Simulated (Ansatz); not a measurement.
Basis sets compared for NbS(OH)3 (NbSO3H3). Charge 0, multiplicity 1. Geometry PBE0-D4/def2-SVP. Ansatz on 4 threads of AMD EPYC 9R45 on a shared host; times are rough, and most runs start from earlier orbitals.

```
atom    x (Å)    y (Å)    z (Å)
 Nb1   0.0192   0.0411  -0.0196
  S2   0.8461   1.8428  -0.8569
  O3  -0.4927   0.3472   1.7631
  H4  -0.4623   1.1090   2.3489
  O5   1.3046  -1.3295  -0.0670
  H6   2.2139  -1.3883  -0.3740
  O7  -1.4863  -0.4880  -1.0128
  H8  -1.9426  -0.1342  -1.7817
```

In the def2 sets Nb takes a core potential; there is no spin–orbit coupling.

Binding counts from free atoms (Nb sextet, S triplet, O triplet, H doublet) in the same basis, without a counterpoise term.

| level | functions | energy (Eh) | HOMO (eV) | LUMO (eV) | binding per atom (eV) | wall time |
| --- | --- | --- | --- | --- | --- | --- |
| PBE-D4/def2-SVP | 106 | -682.2056 | -6.39 | -2.09 | 4.56 | 0.55 s |
| PBE-D4/def2-TZVP | 188 | -682.6327 | -6.50 | -2.34 | 4.51 | 0.85 s |
| r2SCAN-D4/def2-TZVP (with forces) | 188 | -682.9039 | -6.78 | -2.25 | 4.37 | 1.9 s |
| PBE0-D4/def2-SVP | 106 | -682.1819 | -7.63 | -1.39 | 4.30 | 0.65 s |
| PBE0-D4/def2-TZVP | 188 | -682.6070 | -7.69 | -1.59 | 4.27 | 1.1 s |

Estimate the rows for PBE-D4/def2-TZVPD, r2SCAN-D4/def2-TZVPD, PBE0-D4/def2-TZVPD.


```json
{"level": "PBE-D4/def2-TZVPD", "functions": "233", "energy (Eh)": "-682.6372", "HOMO (eV)": "-6.55", "LUMO (eV)": "-2.43", "binding per atom (eV)": "4.52", "wall time": "1.3 s"}
{"level": "r2SCAN-D4/def2-TZVPD", "functions": "233", "energy (Eh)": "-682.9075", "HOMO (eV)": "-6.80", "LUMO (eV)": "-2.31", "binding per atom (eV)": "4.37", "wall time": "2.2 s"}
{"level": "PBE0-D4/def2-TZVPD", "functions": "233", "energy (Eh)": "-682.6109", "HOMO (eV)": "-7.71", "LUMO (eV)": "-1.67", "binding per atom (eV)": "4.27", "wall time": "1.7 s"}
```
